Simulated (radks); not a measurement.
Ag28+, 19 electrons, occupied as [Ne] 3s2 3p5.75 3d1 4f0.25 (fractional occupations, a model configuration). Method: Dirac Kohn-Sham, AM05, spin-unpolarised, spherical densities, point nucleus; open shells fill j = l - 1/2 first; computed with a radial shooting solver on a logarithmic mesh with Libxc functionals.

Unscreened Slater integrals over Kohn-Sham orbitals (hartree). Large and small components are both included. Empty in this configuration: 3d5/2.

integral           value
F0(4f5/2,4f5/2)   1.5597
F2(4f5/2,4f5/2)  0.85639
F4(4f5/2,4f5/2)  0.56732
F0(4f5/2,3d3/2)   1.8924
F2(4f5/2,3d3/2)  0.69839
G1(4f5/2,3d3/2)  0.66561
G3(4f5/2,3d3/2)  0.39919
F0(4f5/2,3p3/2)   1.8599
F2(4f5/2,3p3/2)  0.79409
G2(4f5/2,3p3/2)  0.62707
G4(4f5/2,3p3/2)  0.42165
F0(4f5/2,3p1/2)   1.8674
G2(4f5/2,3p1/2)  0.60635
F0(4f5/2,3d5/2)   1.8907
F2(4f5/2,3d5/2)  0.70426
F4(4f5/2,3d5/2)  0.39593
G1(4f5/2,3d5/2)  0.67051
G3(4f5/2,3d5/2)  0.40249
G5(4f5/2,3d5/2)  0.28083
F0(3d3/2,3d3/2)   3.0962
F2(3d3/2,3d3/2)   1.5899
F0(3d3/2,3p3/2)   2.8570
F2(3d3/2,3p3/2)   1.3700
G1(3d3/2,3p3/2)   1.4570
G3(3d3/2,3p3/2)  0.97335
F0(3d3/2,3p1/2)   2.8987
G1(3d3/2,3p1/2)   1.5273
F0(3d3/2,3d5/2)   3.0831
F2(3d3/2,3d5/2)   1.5855
G2(3d3/2,3d5/2)   1.5751
G4(3d3/2,3d5/2)   1.0173
F0(3p3/2,3p3/2)   2.7155
F2(3p3/2,3p3/2)   1.3666
F0(3p3/2,3p1/2)   2.7490
G2(3p3/2,3p1/2)   1.3745
F0(3p3/2,3d5/2)   2.8471
F2(3p3/2,3d5/2)   1.3715
G1(3p3/2,3d5/2)   1.4663
G3(3p3/2,3d5/2)  0.97969
F0(3p1/2,3p1/2)   2.7843
F0(3p1/2,3d5/2)   2.8884
G3(3p1/2,3d5/2)   1.0129
F0(3d5/2,3d5/2)   3.0703
F2(3d5/2,3d5/2)   1.5814
F4(3d5/2,3d5/2)   1.0215
